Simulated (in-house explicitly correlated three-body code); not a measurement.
Computed with an exponentially correlated three-body code. Model: two electrons around a point charge, non-relativistic, variational in 260 exponentially correlated functions (energies converged to about 1e-7 hartree, or 1e-8 relative for large Z).

For two electrons in a singlet the Kohn-Sham orbital is the square root of half the density, so the exact Kohn-Sham potential and energy parts follow from the density alone, and exchange is minus half the Hartree energy. The Kohn-Sham level equals minus the binding energy of the second electron.

Command:
```bash
python run_hyl.py task.json out
```
Settings (lengths in bohr, energies in hartree):
```
Z                      5.1
interaction_strength   1
functions              260
states_tried           13
```

Time taken, with all properties: 50 s on 1 thread of Intel(R) Xeon(R) Platinum 8259CL CPU @ 2.50GHz (Skylake/Cascade Lake), on a shared host.

**Converged states only, values per electron or pair.**

Given: nuclear charge 5.1.

```
term  mean r (bohr)  mean r squared (bohr²)  mean inverse r (1/bohr)  mean r12 (bohr)  mean inverse r12 (1/bohr)  mean cosine  mean p1 dot p2 (bohr⁻²)  delta r1 (bohr⁻³)  delta r12 (bohr⁻³)
1 1S        0.31768                 0.13598                   4.7877          0.47203                     2.8771    -0.025925                    0.566             36.985               3.545
2 3S        0.80919                  1.0787                   3.0934           1.3713                    0.86013   -0.0082789                 0.039907             22.929                   -
2 1S        0.85298                  1.2198                   3.0718           1.4464                    0.95879     -0.01145                 0.047452             22.739             0.54395
2 3P              ?                       ?                        ?                ?                          ?            ?                        ?                  ?                   -
2 1P        0.76488                 0.97298                   3.0581           1.2629                     1.0273     0.032631                   1.2147             21.163             0.11997
3 3S         1.6882                  5.4498                   2.7864           3.1017                    0.41181    -0.002648                 0.011468             21.623                   -
3 1S         1.7528                  5.9166                   2.7807           3.2279                    0.43779   -0.0036462                 0.014472             21.584             0.15947
3 3P         1.6342                  5.1563                   2.7811           2.9976                    0.44573    -0.016744                 -0.32042             21.048                   -
3 1P         1.6821                  5.4872                   2.7767           3.0848                    0.45722    0.0083259                  0.32672             21.121            0.039758
4 3S              ?                       ?                        ?                ?                          ?            ?                        ?                  ?                   -
4 1S         3.0193                  18.623                   2.6794           5.7539                      0.249   -0.0015665                0.0061491             21.308            0.066742
4 3P         2.9023                  17.282                   2.6795           5.5226                    0.25207   -0.0066836                 -0.12583             21.086                   -
4 1P         2.9658                  18.083                   2.6777           5.6462                    0.25707    0.0033229                   0.1331             21.115            0.017361
```

Question: What belongs in the row 2 3P?

Answer: mean r (bohr): 0.73163; mean r squared (bohr²): 0.8802; mean inverse r (1/bohr): 3.0742; mean r12 (bohr): 1.2326; mean inverse r12 (1/bohr): 0.99364; mean cosine: -0.066358; mean p1 dot p2 (bohr⁻²): -1.3288; delta r1 (bohr⁻³): 20.858.

Question: What belongs in the row 4 3S?

Answer: mean r (bohr): 2.933; mean r squared (bohr²): 17.517; mean inverse r (1/bohr): 2.6817; mean r12 (bohr): 5.5825; mean inverse r12 (1/bohr): 0.23862; mean cosine: -0.0011316; mean p1 dot p2 (bohr⁻²): 0.0047506; delta r1 (bohr⁻³): 21.322.

**Electric-dipole lines between converged S and P states, rate of the upper state's decay.**

| s state | p state | p minus s (eV) | oscillator strength from s | rate (1/s) |
| --- | --- | --- | --- | --- |
| 1 1S | 2 1P | 214.86 | 0.61341 | 4.0958e+11 |
| 1 1S | 3 1P | 246.15 | 0.136 | 1.1919e+11 |
| 1 1S | 4 1P | 257.17 | 0.052167 | 4.9902e+10 |
| 2 1S | 2 1P | 2.8294 | 0.1118 | 1.2946e+07 |
| 2 1S | 3 1P | ? | ? | ? |
| 2 1S | 4 1P | 45.141 | 0.087414 | 2.5764e+09 |
| 3 1S | 2 1P | -30.479 | -0.067892 | 2.7367e+09 |
| 3 1S | 3 1P | 0.81853 | 0.19371 | 1.8772e+06 |
| 3 1S | 4 1P | 11.833 | 0.3597 | 7.2849e+08 |
| 4 1S | 2 1P | -41.97 | -0.014313 | 1.094e+09 |
| 4 1S | 3 1P | -10.673 | -0.15068 | 7.4471e+08 |
| 4 1S | 4 1P | 0.34203 | 0.26932 | 455700 |
| 2 3S | 2 3P | 4.4789 | 0.15885 | 4.6092e+07 |
| 2 3S | 3 3P | 37.704 | 0.2942 | 6.0494e+09 |
| 2 3S | 4 3P | 49.168 | 0.079581 | 2.7827e+09 |
| 3 3S | 2 3P | -32.025 | -0.074496 | 3.3153e+09 |
| 3 3S | 3 3P | ? | ? | ? |
| 3 3S | 4 3P | 12.664 | 0.31389 | 7.2814e+08 |
| 4 3S | 2 3P | -44.201 | -0.015068 | 1.2774e+09 |
| 4 3S | 3 3P | -10.976 | -0.1682 | 8.7928e+08 |
| 4 3S | 4 3P | 0.4879 | 0.36523 | 1.2575e+06 |

Question: What belongs in the row 2 1S 3 1P?

Answer: p minus s (eV): 34.127; oscillator strength from s: 0.33585; rate (1/s): 5.6574e+09.

Question: What belongs in the row 3 3S 3 3P?

Answer: p minus s (eV): 1.2; oscillator strength from s: 0.26543; rate (1/s): 5.5287e+06.

**Exact Kohn-Sham parts of the ground state from its density.**

Computed: total energy -22.9785037 hartree; Kohn-Sham kinetic 22.936 hartree; Hartree energy 5.9289 hartree; exchange energy -2.9645 hartree; kinetic part of the DFT correlation energy 0.042574 hartree; potential part of the DFT correlation energy -0.087352 hartree; exact minus restricted Hartree-Fock -0.044774 hartree; Kohn-Sham level -271.39 eV; dipole polarisability 0.018029 bohr³; C6 of two such species 0.0022863 hartree·bohr⁶.

Question: What is the restricted Hartree-Fock level?

Answer: -271.69 eV.

Question: What is the DFT correlation energy?

Answer: -0.044777 hartree.

**Density and exact potentials over r, pair density (one pair, times 4 pi r12^2) and exact minus Kohn-Sham pair density over r12.**

```json
{"radius (bohr)": "0.0405", "radial density (electrons/bohr)": "1.0107", "exchange potential (hartree)": "-4.6838", "intracule density (1/bohr)": "0.07392", "Coulomb hole against Kohn-Sham (1/bohr)": "-0.01362", "correlation potential (hartree)": "-0.038"}
{"radius (bohr)": "0.047", "radial density (electrons/bohr)": "1.2747", "exchange potential (hartree)": "-4.6521", "intracule density (1/bohr)": "0.099231", "Coulomb hole against Kohn-Sham (1/bohr)": "-0.01764", "correlation potential (hartree)": "-0.035"}
{"radius (bohr)": "0.0546", "radial density (electrons/bohr)": "1.5935", "exchange potential (hartree)": "-4.6113", "intracule density (1/bohr)": "0.13319", "Coulomb hole against Kohn-Sham (1/bohr)": "-0.02269", "correlation potential (hartree)": "-0.031"}
{"radius (bohr)": "0.0634", "radial density (electrons/bohr)": "1.9667", "exchange potential (hartree)": "-4.5597", "intracule density (1/bohr)": "0.17807", "Coulomb hole against Kohn-Sham (1/bohr)": "-0.02887", "correlation potential (hartree)": "-0.026"}
{"radius (bohr)": "0.0736", "radial density (electrons/bohr)": "2.3927", "exchange potential (hartree)": "-4.4948", "intracule density (1/bohr)": "0.23699", "Coulomb hole against Kohn-Sham (1/bohr)": "-0.03623", "correlation potential (hartree)": "-0.02"}
{"radius (bohr)": "0.0854", "radial density (electrons/bohr)": "2.8629", "exchange potential (hartree)": "-4.4144", "intracule density (1/bohr)": "0.31336", "Coulomb hole against Kohn-Sham (1/bohr)": "-0.04473", "correlation potential (hartree)": "-0.014"}
{"radius (bohr)": "0.0992", "radial density (electrons/bohr)": "3.3665", "exchange potential (hartree)": "-4.3147", "intracule density (1/bohr)": "0.41213", "Coulomb hole against Kohn-Sham (1/bohr)": "-0.05418", "correlation potential (hartree)": "-0.007"}
{"radius (bohr)": "0.115", "radial density (electrons/bohr)": "3.8674", "exchange potential (hartree)": "-4.1956", "intracule density (1/bohr)": "0.5349", "Coulomb hole against Kohn-Sham (1/bohr)": "-0.06382", "correlation potential (hartree)": "0"}
{"radius (bohr)": "0.134", "radial density (electrons/bohr)": "?", "exchange potential (hartree)": "?", "intracule density (1/bohr)": "?", "Coulomb hole against Kohn-Sham (1/bohr)": "?", "correlation potential (hartree)": "?"}
{"radius (bohr)": "0.155", "radial density (electrons/bohr)": "4.7361", "exchange potential (hartree)": "-3.8835", "intracule density (1/bohr)": "0.86914", "Coulomb hole against Kohn-Sham (1/bohr)": "-0.07976", "correlation potential (hartree)": "0.013"}
{"radius (bohr)": "0.18", "radial density (electrons/bohr)": "5.0014", "exchange potential (hartree)": "-3.6889", "intracule density (1/bohr)": "1.0771", "Coulomb hole against Kohn-Sham (1/bohr)": "-0.08254", "correlation potential (hartree)": "0.018"}
{"radius (bohr)": "0.209", "radial density (electrons/bohr)": "5.086", "exchange potential (hartree)": "-3.4698", "intracule density (1/bohr)": "1.3007", "Coulomb hole against Kohn-Sham (1/bohr)": "-0.0791", "correlation potential (hartree)": "0.021"}
{"radius (bohr)": "0.243", "radial density (electrons/bohr)": "4.9506", "exchange potential (hartree)": "-3.2264", "intracule density (1/bohr)": "1.5231", "Coulomb hole against Kohn-Sham (1/bohr)": "-0.06762", "correlation potential (hartree)": "0.022"}
{"radius (bohr)": "0.282", "radial density (electrons/bohr)": "4.5863", "exchange potential (hartree)": "-2.9684", "intracule density (1/bohr)": "1.7112", "Coulomb hole against Kohn-Sham (1/bohr)": "-0.04801", "correlation potential (hartree)": "0.021"}
{"radius (bohr)": "0.327", "radial density (electrons/bohr)": "4.0169", "exchange potential (hartree)": "-2.7005", "intracule density (1/bohr)": "1.8326", "Coulomb hole against Kohn-Sham (1/bohr)": "-0.02215", "correlation potential (hartree)": "0.019"}
{"radius (bohr)": "0.38", "radial density (electrons/bohr)": "?", "exchange potential (hartree)": "?", "intracule density (1/bohr)": "?", "Coulomb hole against Kohn-Sham (1/bohr)": "?", "correlation potential (hartree)": "?"}
{"radius (bohr)": "0.441", "radial density (electrons/bohr)": "2.4954", "exchange potential (hartree)": "-2.1558", "intracule density (1/bohr)": "1.7477", "Coulomb hole against Kohn-Sham (1/bohr)": "0.02992", "correlation potential (hartree)": "0.011"}
{"radius (bohr)": "0.512", "radial density (electrons/bohr)": "1.7341", "exchange potential (hartree)": "-1.8976", "intracule density (1/bohr)": "1.5164", "Coulomb hole against Kohn-Sham (1/bohr)": "0.04368", "correlation potential (hartree)": "0.007"}
{"radius (bohr)": "0.594", "radial density (electrons/bohr)": "1.0909", "exchange potential (hartree)": "-1.6584", "intracule density (1/bohr)": "1.1936", "Coulomb hole against Kohn-Sham (1/bohr)": "0.0447", "correlation potential (hartree)": "0.004"}
{"radius (bohr)": "0.69", "radial density (electrons/bohr)": "0.60715", "exchange potential (hartree)": "-1.4392", "intracule density (1/bohr)": "0.83397", "Coulomb hole against Kohn-Sham (1/bohr)": "0.03516", "correlation potential (hartree)": "0.002"}
{"radius (bohr)": "0.801", "radial density (electrons/bohr)": "0.29529", "exchange potential (hartree)": "-1.2449", "intracule density (1/bohr)": "0.50855", "Coulomb hole against Kohn-Sham (1/bohr)": "0.02123", "correlation potential (hartree)": "0.001"}
{"radius (bohr)": "0.93", "radial density (electrons/bohr)": "0.12236", "exchange potential (hartree)": "-1.0742", "intracule density (1/bohr)": "0.26375", "Coulomb hole against Kohn-Sham (1/bohr)": "0.009214", "correlation potential (hartree)": "0.001"}
```

Question: What belongs in the row 0.134?

Answer: radial density (electrons/bohr): 4.3519; exchange potential (hartree): -4.0482; intracule density (1/bohr): 0.69148; Coulomb hole against Kohn-Sham (1/bohr): -0.07307; correlation potential (hartree): 0.007.

Question: What belongs in the row 0.38?

Answer: radial density (electrons/bohr): 3.286; exchange potential (hartree): -2.4249; intracule density (1/bohr): 1.8532; Coulomb hole against Kohn-Sham (1/bohr): 0.006116; correlation potential (hartree): 0.015.
